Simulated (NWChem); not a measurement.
System: CHCl2, doublet; SMILES Cl[CH]Cl

Program: NWChem. Spin-unrestricted. In the optimisation the excess spin sits in a' (Cs, its own frame). All runs use the structure optimised with PBE0/def2-SVP, spin-unrestricted. No stability test was run on the SCF state. Level: PBE/def2-SVP with SMD (1 M gas to 1 M solution), gas-phase geometry. Reactions with the solvent are ignored.

### Question
Order these by “solvation free energy (kcal/mol)”, lowest first: water; 1,4-dioxane; 1-propanol.

### Answer
1-propanol (-1.8), 1,4-dioxane (-0.9), water (1.2)
